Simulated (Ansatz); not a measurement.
Harmonic frequencies (cm⁻¹) at PBE0-D4/def2-TZVP from Ansatz: 144, 144, 218, 218, 218, 422, 624, 624, 624.

**Question.** Which molecule is it?
A. `[SiH3][SiH2]Cl`
B. `C[Si](F)(Cl)N=C=O`
C. `F[SiH2]F`
D. `Cl[Si](Cl)(Cl)Cl`

**Answer.** D.
